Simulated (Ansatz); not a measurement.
CH6O3SZr (`C[S][Zr]([OH])([OH])[OH]`). Total charge 0; spin multiplicity 1. Zr takes the def2 core potential. The geometry is a stationary point of PBE0-D4/def2-TZVP. It is one conformer, not always the lowest.

```xyz
12

C    -1.536    1.172    1.086
S    -0.657   -0.289    1.739
Zr    0.701   -0.654   -0.273
O     1.778   -2.200    0.080
O    -0.510   -0.914   -1.750
O     1.747    0.925   -0.595
H    -1.602    1.169   -0.005
H    -2.554    1.157    1.476
H    -1.040    2.086    1.412
H     2.531   -2.775    0.182
H    -1.005   -1.392   -2.408
H     2.147    1.715   -0.943
```

Q: What is the dipole moment at PBE/def2-TZVPP? (An estimate is asked.)

A: Computed: 2.90 D, with components (1.13, 0.32, -2.65) D in this frame, pointing from negative to positive charge.

Q: And with r2SCAN, B3LYP, ωB97M-V? (An estimate is asked.)

A: The calculation gave: r2SCAN 2.98 D, B3LYP 2.94 D, ωB97M-V 3.09 D.

Q: Give the Mulliken charges with PBE, ωB97M-V, r2SCAN in def2-TZVPP. (An estimate is asked.)

A: The calculation gave: 
```
atom    PBE  ωB97M-V  r2SCAN
  C1  -0.24    -0.32   -0.11
  S2  -0.33    -0.28   -0.36
 Zr3   1.09     1.18    1.27
  O4  -0.47    -0.49   -0.53
  O5  -0.47    -0.49   -0.54
  O6  -0.48    -0.50   -0.54
  H7   0.11     0.12    0.07
  H8   0.12     0.14    0.08
  H9   0.12     0.14    0.08
 H10   0.18     0.16    0.19
 H11   0.18     0.16    0.19
 H12   0.18     0.16    0.19
```

B3LYP here is the variant with VWN-RPA as its local correlation; programs differ in this.
